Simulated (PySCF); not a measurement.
C2H11NSi2 (SMILES C[SiH](C)[SiH2]N), singlet, geometry from GFN2-xTB, atoms displaced at random by about 0.03 Å a coordinate; PySCF with B3LYP/STO-3G, gradient by finite differences.

Input for PySCF:
```python
from pyscf import gto, scf, dft

mol = gto.M(
    atom='''
Si   -0.92004147    0.08953204   -0.41451578
C    -1.11097816   -1.85995567   -0.72931309
C    -1.83962567    0.42355546    1.18426805
Si    1.32078978    0.76823288   -0.32462922
N     2.23962396   -0.01953357    0.88421369
H    -1.66369075    0.74600512   -1.51504074
H    -2.05835610   -2.14912860   -0.73924873
H    -0.62098461   -2.09103463   -1.63340251
H    -0.68318608   -2.39638337    0.04484131
H    -1.86403632    1.53470925    1.42149894
H    -1.44769124   -0.06463078    2.08789623
H    -2.83313929    0.15354654    1.18260969
H     2.01731005    0.53676829   -1.54007313
H     1.42362679    2.12807953   -0.05128380
H     2.46999440   -1.00226139    0.84554107
H     2.06395017    0.20383738    1.80918862
''',
    basis='sto-3g',
    verbose=4,
)

mf = dft.RKS(mol)
mf.xc = 'b3lyp'
mf.conv_tol = 1e-11
mf.kernel()
scan, done = mf.as_scanner(), []
scan.scf_summary = {}
def energy(d):
    c = mol.atom_coords()
    c[12, 1] += d
    e = scan(mol.set_geom_(c, unit='Bohr', inplace=False))
    done.append(scan.converged)
    return e
h = 1e-5
fd = (energy(h) - energy(-h)) / (2 * h)
print('dE/dx =', fd)
```

Q: Write the output that PySCF gives for this input, abridged.

A: 
```
PySCF version 2.14.0

[INPUT] verbose = 4
[INPUT] num. atoms = 16
[INPUT] num. electrons = 58
[INPUT] charge = 0
[INPUT] spin (= nelec alpha-beta = 2S) = 0
[INPUT] symmetry False subgroup None
[INPUT] Mole.unit = angstrom
[INPUT] Symbol           X                Y                Z      unit          X                Y                Z       unit  Magmom
[...]
nuclear repulsion = 296.14073720017
number of shells = 30
number of NR pGTOs = 132
number of NR cGTOs = 44
basis = sto-3g
ecp = {}

******** <class 'pyscf.dft.rks.RKS'> ********
method = RKS
initial guess = minao
damping factor = 0
level_shift factor = 0
DIIS = <class 'pyscf.scf.diis.CDIIS'>
diis_start_cycle = 1
diis_space = 8
diis_damp = 0
SCF conv_tol = 1e-11
SCF conv_tol_grad = None
SCF max_cycles = 50
direct_scf = True
direct_scf_tol = 1e-13
XC library pyscf.dft.libxc version 7.1.2
    S. Lehtola, C. Steigemann, M. J. T. Oliveira, and M. A. L. Marques,  SoftwareX 7, 1–5 (2018)
XC functionals = b3lyp
    P. J. Stephens, F. J. Devlin, C. F. Chabalowski, and M. J. Frisch,  J. Phys. Chem. 98, 11623 (1994)
radial grids:
    Treutler-Ahlrichs [JCP 102, 346 (1995); DOI:10.1063/1.469408] (M4) radial grids

becke partition: Becke, JCP 88, 2547 (1988); DOI:10.1063/1.454033
pruning grids: <function nwchem_prune>
grids dens level: 3
symmetrized grids: False
atomic radii adjust function: <function treutler_atomic_radii_adjust>
small_rho_cutoff = 0
Set gradient conv threshold to 3.16228e-06
Initial guess from minao.
tot grids = 188392
init E= -708.11139594175
[...]
cycle= 1 E= -708.117025136206  delta_E= -0.00563  |g|= 0.53  |ddm|= 4.47
[...]
cycle= 2 E= -708.105880107841  delta_E= 0.0111  |g|= 0.565  |ddm|= 1.56
[...]
cycle= 3 E= -708.206054457512  delta_E= -0.1  |g|= 0.0326  |ddm|= 0.911
[...]
cycle= 4 E= -708.206446470369  delta_E= -0.000392  |g|= 0.0123  |ddm|= 0.0823
[...]
cycle= 5 E= -708.206497027591  delta_E= -5.06e-05  |g|= 0.00215  |ddm|= 0.0224
[...]
cycle= 6 E= -708.206498640159  delta_E= -1.61e-06  |g|= 0.000469  |ddm|= 0.00398
[...]
cycle= 7 E= -708.206498720145  delta_E= -8e-08  |g|= 7.32e-05  |ddm|= 0.000908
[...]
cycle= 8 E= -708.206498722245  delta_E= -2.1e-09  |g|= 1.5e-05  |ddm|= 0.000145
[...]
cycle= 9 E= -708.206498722318  delta_E= -7.23e-11  |g|= 4.11e-06  |ddm|= 2.82e-05
[...]
cycle= 10 E= -708.206498722323  delta_E= -5.91e-12  |g|= 3.87e-07  |ddm|= 6.91e-06
[...]
Extra cycle  E= -708.206498722323  delta_E= 4.55e-13  |g|= 2.96e-07  |ddm|= 1.31e-06
converged SCF energy = -708.206498722323
Create scanner for <class 'pyscf.dft.rks.RKS'>

WARN: Mole.unit (angstrom) is changed to Bohr

New geometry
   1 Si    -0.920041470000   0.089532040000  -0.414515780000 AA   -1.738626401542   0.169191034974  -0.783321298510 Bohr
   2 C     -1.110978160000  -1.859955670000  -0.729313090000 AA   -2.099444452773  -3.514806820132  -1.378201999160 Bohr
   3 C     -1.839625670000   0.423555460000   1.184268050000 AA   -3.476388688020   0.800403817964   2.237942272573 Bohr
   4 Si     1.320789780000   0.768232880000  -0.324629220000 AA    2.495930952325   1.451749743086  -0.613460317831 Bohr
   5 N      2.239623960000  -0.019533570000   0.884213690000 AA    4.232275906414  -0.036913097535   1.670921709691 Bohr
   6 H     -1.663690750000   0.746005120000  -1.515040740000 AA   -3.143919873472   1.409745364323  -2.863012066158 Bohr
   7 H     -2.058356100000  -2.149128600000  -0.739248730000 AA   -3.889729295828  -4.061264460470  -1.396977637633 Bohr
   8 H     -0.620984610000  -2.091034630000  -1.633402510000 AA   -1.173490840470  -3.951482767681  -3.086683395077 Bohr
   9 H     -0.683186080000  -2.396383370000   0.044841310000 AA   -1.291034583315  -4.528508258762   0.084737794967 Bohr
  10 H     -1.864036320000   1.534709250000   1.421498940000 AA   -3.522518131042   2.900180163337   2.686243682960 Bohr
  11 H     -1.447691240000  -0.064630780000   2.087896230000 AA   -2.735739956532  -0.122134473417   3.945552051212 Bohr
  12 H     -2.833139290000   0.153546540000   1.182609690000 AA   -5.353857330845   0.290160907975   2.234808426357 Bohr
  13 H      2.017310050000   0.536773581772  -1.540073130000 AA    3.812163502833   1.014355060451  -2.910316427502 Bohr
  14 H      1.423626790000   2.128079530000  -0.051283800000 AA    2.690264736694   4.021487482993  -0.096912336627 Bohr
  15 H      2.469994400000  -1.002261390000   0.845541070000 AA    4.667612945209  -1.893999532326   1.597841049372 Bohr
  16 H      2.063950170000   0.203837380000   1.809188620000 AA    3.900300556050   0.385196822149   3.418870999480 Bohr

******** <class 'pyscf.scf.hf.RKS_Scanner'> ********
method = RKS_Scanner
initial guess = minao
damping factor = 0
level_shift factor = 0
DIIS = <class 'pyscf.scf.diis.CDIIS'>
diis_start_cycle = 1
diis_space = 8
diis_damp = 0
SCF conv_tol = 1e-11
SCF conv_tol_grad = None
SCF max_cycles = 50
direct_scf = True
direct_scf_tol = 1e-13
XC library pyscf.dft.libxc version 7.1.2
    S. Lehtola, C. Steigemann, M. J. T. Oliveira, and M. A. L. Marques,  SoftwareX 7, 1–5 (2018)
XC functionals = b3lyp
    P. J. Stephens, F. J. Devlin, C. F. Chabalowski, and M. J. Frisch,  J. Phys. Chem. 98, 11623 (1994)
radial grids:
    Treutler-Ahlrichs [JCP 102, 346 (1995); DOI:10.1063/1.469408] (M4) radial grids

becke partition: Becke, JCP 88, 2547 (1988); DOI:10.1063/1.454033
pruning grids: <function nwchem_prune>
grids dens level: 3
symmetrized grids: False
atomic radii adjust function: <function treutler_atomic_radii_adjust>
small_rho_cutoff = 0
Set gradient conv threshold to 3.16228e-06
tot grids = 188392
init E= -708.206498752769
[...]
cycle= 1 E= -708.206498681231  delta_E= 7.15e-08  |g|= 3.21e-07  |ddm|= 3.12e-06
[...]
cycle= 2 E= -708.206498681233  delta_E= -1.82e-12  |g|= 2.55e-07  |ddm|= 1.02e-06
[...]
Extra cycle  E= -708.206498681231  delta_E= 1.59e-12  |g|= 2.37e-07  |ddm|= 8e-07
converged SCF energy = -708.206498681231

WARN: Mole.unit (angstrom) is changed to Bohr

New geometry
   1 Si    -0.920041470000   0.089532040000  -0.414515780000 AA   -1.738626401542   0.169191034974  -0.783321298510 Bohr
   2 C     -1.110978160000  -1.859955670000  -0.729313090000 AA   -2.099444452773  -3.514806820132  -1.378201999160 Bohr
   3 C     -1.839625670000   0.423555460000   1.184268050000 AA   -3.476388688020   0.800403817964   2.237942272573 Bohr
   4 Si     1.320789780000   0.768232880000  -0.324629220000 AA    2.495930952325   1.451749743086  -0.613460317831 Bohr
   5 N      2.239623960000  -0.019533570000   0.884213690000 AA    4.232275906414  -0.036913097535   1.670921709691 Bohr
   6 H     -1.663690750000   0.746005120000  -1.515040740000 AA   -3.143919873472   1.409745364323  -2.863012066158 Bohr
   7 H     -2.058356100000  -2.149128600000  -0.739248730000 AA   -3.889729295828  -4.061264460470  -1.396977637633 Bohr
   8 H     -0.620984610000  -2.091034630000  -1.633402510000 AA   -1.173490840470  -3.951482767681  -3.086683395077 Bohr
   9 H     -0.683186080000  -2.396383370000   0.044841310000 AA   -1.291034583315  -4.528508258762   0.084737794967 Bohr
  10 H     -1.864036320000   1.534709250000   1.421498940000 AA   -3.522518131042   2.900180163337   2.686243682960 Bohr
  11 H     -1.447691240000  -0.064630780000   2.087896230000 AA   -2.735739956532  -0.122134473417   3.945552051212 Bohr
  12 H     -2.833139290000   0.153546540000   1.182609690000 AA   -5.353857330845   0.290160907975   2.234808426357 Bohr
  13 H      2.017310050000   0.536762998228  -1.540073130000 AA    3.812163502833   1.014335060451  -2.910316427502 Bohr
  14 H      1.423626790000   2.128079530000  -0.051283800000 AA    2.690264736694   4.021487482993  -0.096912336627 Bohr
  15 H      2.469994400000  -1.002261390000   0.845541070000 AA    4.667612945209  -1.893999532326   1.597841049372 Bohr
  16 H      2.063950170000   0.203837380000   1.809188620000 AA    3.900300556050   0.385196822149   3.418870999480 Bohr

******** <class 'pyscf.scf.hf.RKS_Scanner'> ********
method = RKS_Scanner
initial guess = minao
damping factor = 0
level_shift factor = 0
DIIS = <class 'pyscf.scf.diis.CDIIS'>
diis_start_cycle = 1
diis_space = 8
diis_damp = 0
SCF conv_tol = 1e-11
SCF conv_tol_grad = None
SCF max_cycles = 50
direct_scf = True
direct_scf_tol = 1e-13
XC library pyscf.dft.libxc version 7.1.2
    S. Lehtola, C. Steigemann, M. J. T. Oliveira, and M. A. L. Marques,  SoftwareX 7, 1–5 (2018)
XC functionals = b3lyp
    P. J. Stephens, F. J. Devlin, C. F. Chabalowski, and M. J. Frisch,  J. Phys. Chem. 98, 11623 (1994)
radial grids:
    Treutler-Ahlrichs [JCP 102, 346 (1995); DOI:10.1063/1.469408] (M4) radial grids

becke partition: Becke, JCP 88, 2547 (1988); DOI:10.1063/1.454033
pruning grids: <function nwchem_prune>
grids dens level: 3
symmetrized grids: False
atomic radii adjust function: <function treutler_atomic_radii_adjust>
small_rho_cutoff = 0
Set gradient conv threshold to 3.16228e-06
tot grids = 188392
init E= -708.206498620336
[...]
cycle= 1 E= -708.206498763411  delta_E= -1.43e-07  |g|= 4.29e-07  |ddm|= 5.86e-06
[...]
cycle= 2 E= -708.20649876341  delta_E= 9.09e-13  |g|= 2.43e-07  |ddm|= 1.41e-06
[...]
Extra cycle  E= -708.206498763411  delta_E= -1.48e-12  |g|= 2.04e-07  |ddm|= 8.06e-07
converged SCF energy = -708.206498763411
dE/dx = 0.0041090061131399125
```
